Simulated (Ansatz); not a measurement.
Cost and result up the ladder for BMe2(CCH) (C4H7B) (12 atoms). Charge 0, multiplicity 1. Geometry: PBE0-D4/def2-SVP.

```csv
atom,x (Å),y (Å),z (Å)
B1,-0.025,0.004,0.064
C2,-0.108,1.399,0.778
H3,0.880,1.545,1.258
H4,-0.854,1.435,1.586
H5,-0.247,2.249,0.094
C6,-0.493,-1.314,0.778
H7,-1.553,-1.451,0.482
H8,-0.484,-1.245,1.876
H9,0.037,-2.219,0.449
C10,0.527,-0.075,-1.364
C11,0.966,-0.137,-2.500
H12,1.354,-0.192,-3.502
```

Ansatz on 4 threads of Arm Neoverse V1 on a shared host. Times are rough, and most runs start from the orbitals of an earlier one. ωB97X-V/def2-TZVP serves as the yardstick here, not as an exact answer. Differences are given only for rows in sets of like size (and for xTB, whose basis is part of the method), since another set adds its own error. Binding counts from free atoms at the same level (B doublet, C triplet, H doublet; other spins of the atoms weren't run), without zero-point energy or a counterpoise term.

B3LYP takes the VWN-RPA correlation. Correlated methods freeze 5 core orbitals.

Correlated methods converge slowly with the basis.

```tsv
level	functions	wall time	binding energy per atom (eV)	difference from ωB97X-V/def2-TZVP (eV)
PBE-D4/def2-SVP	105	0.96 s	4.47	–
PBE0-D4/def2-SVP	105	0.96 s	4.41	–
PBE-D4/def2-TZVP	197	1.6 s	4.44	0.11
MP2/def2-TZVP	197	2.1 s	4.27	-0.06
B3LYP-D4/def2-TZVP	197	2.2 s	4.35	0.02
BHLYP-D4/def2-TZVP	197	2.3 s	4.24	-0.09
CAM-B3LYP-D4/def2-TZVP	197	2.4 s	4.35	0.03
PBE0-D4/def2-TZVP (with forces)	197	3.2 s	4.37	0.05
r2SCAN-D4/def2-TZVP	197	3.2 s	4.36	0.03
r2SCAN0-D4/def2-TZVP	197	3.4 s	4.30	-0.02
ωB97X-V/def2-TZVP	197	6.5 s	4.33	0.00
B97M-V/def2-TZVP	197	7.5 s	4.35	0.02
CCSD(T)/def2-TZVPP	253	7 min	4.23	-0.09
```
